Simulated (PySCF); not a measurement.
# UHF on As²⁺ (arsenic, charge +2)

Configuration: [Ar] 3d10 4s2 4p1, 2P determinant. Calculation: PySCF 2.14, in x2c-SVPall (5s4p3d, 32 functions); the spin-free X2C one-electron Hamiltonian (Gaussian nucleus).

```json
{"Total energy": "-2257.614565 hartree", "One-electron energy": "-3120.0698 hartree", "Hartree (Coulomb) energy": "944.6256 hartree", "Exchange energy": "-82.1703 hartree", "⟨S²⟩": "0.7582", "⟨L²⟩": "2.024", "Sum of ⟨r⟩": "19.03 bohr", "Sum of ⟨r²⟩": "22.74 bohr²", "Traceless quadrupole moment −½Σ⟨3z² − r²⟩ along its main axis": "-2.25 e·bohr²", "Langevin diamagnetic susceptibility": "-18.0 ×10⁻⁶ cm³/mol", "Time after the integrals": "0.07 s of wall time on 1 thread of Neoverse-V2 (shared host)"}
```

| shell | electrons | mean orbital energy (hartree) | spread (hartree) | rms radius, mean of both spins (bohr) |
| --- | --- | --- | --- | --- |
| 1s α | 1 | -439.68231 | 0 | 0.0525 |
| 1s β | 1 | -439.67847 | 0 | 0.0525 |
| 2s α | 1 | -58.56047 | 0 | 0.219 |
| 2s β | 1 | -58.55909 | 0 | 0.219 |
| 2p α | 3 | -51.28410 | 0.00232 | 0.196 |
| 2p β | 3 | -51.28048 | 0.00708 | 0.196 |
| 3s α | 1 | -9.07738 | 0 | 0.639 |
| 3s β | 1 | -9.07047 | 0 | 0.639 |
| 3p α | 3 | -6.73681 | 0.00152 | 0.667 |
| 3p β | 3 | -6.72741 | 0.02426 | 0.667 |
| 3d α | 5 | -2.86866 | 0.01372 | 0.747 |
| 3d β | 5 | -2.86383 | 0.02364 | 0.747 |
| 4s α | 1 | -1.43139 | 0 | 1.98 |
| 4s β | 1 | -1.33021 | 0 | 1.98 |
| 4p α | 1 | -1.02067 | 0 | 2.35 |

Densities and radii are taken from the X2C orbitals without a picture-change correction, which distorts them close to the nucleus.
